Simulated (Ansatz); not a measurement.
Species: H2F2Sn, SMILES `[F][SnH2][F]` (charge 0, multiplicity 1).

**Question.** Give a relaxed geometry from PBE0-D3(BJ)/def2-TZVP in Ansatz (a first-principles code).

**Answer.** the end point of this relaxation (outside a Z-matrix the atoms follow the SMILES, hydrogens last).
Bond lengths (Å): F1–Sn2 1.909, Sn2–F3 1.909, Sn2–H4 1.692, Sn2–H5 1.692. Angles (°): F1–Sn2–F3 103.4, F1–Sn2–H4 107.1, F1–Sn2–H5 107.1, F3–Sn2–H4 107.1, F3–Sn2–H5 107.1, H4–Sn2–H5 123.4.
